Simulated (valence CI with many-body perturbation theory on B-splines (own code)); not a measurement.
## Tl³²⁺: magnetic and hyperfine properties of the levels

Calculated by relativistic CI+MBPT: three valence electrons over a frozen Dirac-Fock core [Kr] 4d10, a basis of 8 s, 8 p, 9 d, 9 f, 6 g, 3 h, 2 i functions for each j, with the one-electron correlation potential Σ1, the two-electron term Σ2, the three-electron term Σ3, Breit, model QED; selected CI, second order for the rest (own B-spline code, finite nucleus).

No measured spectrum was set against this ion. As an estimate, large intervals hold to a few tenths of a per cent, small ones and those within an open d or f shell to about a per cent. Core correlation moves these levels by up to 7300 cm⁻¹, and in measured spectra 5 to 20 % of such shifts remained as error; rates that hang on mixing are uncertain with them. The list stops below the first excitations out of the core.

A/g_I is the dipole constant over the nuclear g factor μ/I (μ in nuclear magnetons, uniformly magnetised nucleus), B/Q the quadrupole constant per barn. Both hold the static response of the core; the bare values leave it out. Large factors of s and p1/2 electrons are usually good to 5 to 10 %; those of open d and f shells near neutrality can be off by tens of per cent, and small factors of p3/2, d and f electrons come from cancelling terms and can be off by a factor of two or in sign, in half-filled shells by more. B is blank for J = 1/2, where it vanishes, and for nearly pure S terms. Energies count from the lowest level.

Levels are named by their leading jj configuration (3d3/2^4 stands for four electrons in 3d with j = 3/2), which in mixed levels can hold well under half, so a name can repeat and another be missing. Letters in brackets count levels of one name in rising energy.

| Level | E (eV) | g | A/g_I (MHz) | A/g_I bare | B/Q (MHz/b) | B/Q bare |
| --- | --- | --- | --- | --- | --- | --- |
| (4f5/2^3) J=9/2 | 0.000 | 0.778 | 6880 | 6620 | 1630 | 1490 |
| (4f5/2^2 4f7/2) J=11/2 [a] | 5.177 | 0.971 | 5050 | 5120 | 2530 | 2270 |
| (4f5/2^3) J=3/2 | 5.419 | 0.707 | 7270 | 6870 | -866 | -787 |
| (4f5/2^3) J=5/2 | 8.314 | 0.809 | 6400 | 6170 | 1920 | 1760 |
| (4f5/2^2 4f7/2) J=9/2 | 8.527 | 1.007 | 5030 | 5190 | -2640 | -2410 |
| (4f5/2^2 4f7/2) J=13/2 | 8.796 | 1.067 | 4390 | 4630 | 4620 | 4140 |
| (4f5/2^2 4f7/2) J=5/2 [a] | 10.255 | 0.891 | 5440 | 5330 | -5150 | -4680 |
| (4f5/2^2 4f7/2) J=3/2 [a] | 10.345 | 1.441 | 1190 | 2080 | -1870 | -1740 |
| (4f5/2^2 4f7/2) J=7/2 [a] | 10.490 | 1.028 | 4730 | 4910 | -5230 | -4770 |
| (4f5/2^2 4f7/2) J=15/2 [a] | 11.478 | 1.117 | 4140 | 4490 | 7560 | 6770 |
| (4f5/2^2 4f7/2) J=7/2 [b] | 12.422 | 1.054 | 4110 | 4290 | 3020 | 2720 |
| (4f5/2 4f7/2^2) J=13/2 [a] | 14.129 | 0.977 | 4700 | 4740 | 8110 | 7350 |
| (4f5/2^2 4f7/2) J=11/2 [b] | 14.215 | 1.097 | 3980 | 4270 | 1630 | 1390 |
| (4f5/2 4f7/2^2) J=9/2 [a] | 14.397 | 1.165 | 3370 | 3770 | 763 | 650 |
| (4f5/2^2 4f7/2) J=1/2 | 14.664 | 0.328 | 13900 | 13100 |  |  |
| (4f5/2^2 4f7/2) J=3/2 [b] | 14.669 | 1.112 | 4130 | 4470 | 1120 | 1050 |
| (4f5/2^2 4f7/2) J=5/2 [b] | 15.191 | 1.165 | 3870 | 4320 | 3920 | 3570 |
| (4f5/2 4f7/2^2) J=9/2 [b] | 16.286 | 1.090 | 4130 | 4420 | -1360 | -1230 |
| (4f5/2 4f7/2^2) J=7/2 [a] | 16.419 | 1.032 | 4090 | 4210 | -5020 | -4550 |
| (4f5/2^2 4f7/2) J=15/2 [b] | 16.533 | 1.044 | 4270 | 4450 | 11300 | 10200 |
| (4f5/2 4f7/2^2) J=11/2 [a] | 17.355 | 1.042 | 4170 | 4330 | 3520 | 3150 |
| (4f5/2 4f7/2^2) J=3/2 [a] | 17.848 | 1.177 | 2330 | 2650 | -404 | -344 |
| (4f5/2 4f7/2^2) J=5/2 [a] | 18.985 | 1.187 | 2900 | 3310 | -5050 | -4580 |
| (4f5/2 4f7/2^2) J=11/2 [b] | 19.991 | 1.127 | 3700 | 4030 | 1340 | 1180 |
| (4f5/2 4f7/2^2) J=9/2 [c] | 20.085 | 1.031 | 4130 | 4260 | 3610 | 3280 |
| (4f5/2 4f7/2^2) J=1/2 | 20.530 | 0.327 | 12000 | 11000 |  |  |
| (4f5/2 4f7/2^2) J=7/2 [b] | 21.093 | 1.378 | 1510 | 2280 | 8400 | 7560 |
| (4f5/2 4f7/2^2) J=13/2 [b] | 21.349 | 1.061 | 4270 | 4490 | 6280 | 5700 |
| (4f5/2 4f7/2^2) J=3/2 [b] | 21.806 | 1.022 | 4630 | 4770 | 4130 | 3730 |
| (4f5/2 4f7/2^2) J=17/2 | 21.981 | 1.055 | 4210 | 4410 | 17200 | 15500 |
| (4f7/2^3) J=15/2 | 22.778 | 1.034 | 3860 | 3970 | 11000 | 9990 |
| (4f7/2^3) J=9/2 | 23.190 | 1.092 | 3450 | 3670 | -2450 | -2210 |
| (4f5/2 4f7/2^2) J=5/2 [b] | 23.350 | 1.020 | 5110 | 5310 | -132 | -98.9 |
| (4f7/2^3) J=3/2 | 26.162 | 1.051 | 3670 | 3800 | -5150 | -4640 |
| (4f7/2^3) J=11/2 | 26.513 | 1.086 | 3590 | 3810 | 2290 | 2090 |
| (4f5/2 4f7/2^2) J=7/2 [c] | 27.351 | 1.134 | 3890 | 4260 | 3530 | 3190 |
| (4f5/2 4f7/2^2) J=7/2 [d] | 28.220 | 0.948 | 4090 | 4000 | 10900 | 9890 |
| (4f5/2 4f7/2^2) J=9/2 [d] | 28.236 | 1.082 | 4160 | 4430 | 4200 | 3840 |
| (4f7/2^3) J=5/2 | 28.875 | 1.124 | 3730 | 4050 | 7640 | 6880 |
| (4f7/2^3) J=7/2 | 38.230 | 1.114 | 3490 | 3760 | 7620 | 6910 |

(1) Take the isotope of mass number 205, with I = 1/2, μ = 1.632 μN. What is the hyperfine structure of (4f5/2^2 4f7/2) J=11/2 [a]?

## Answers

(1) From the table A = 16500 MHz. Shifts from the centre of gravity in MHz: F = 5: -53600, F = 6: 45400.
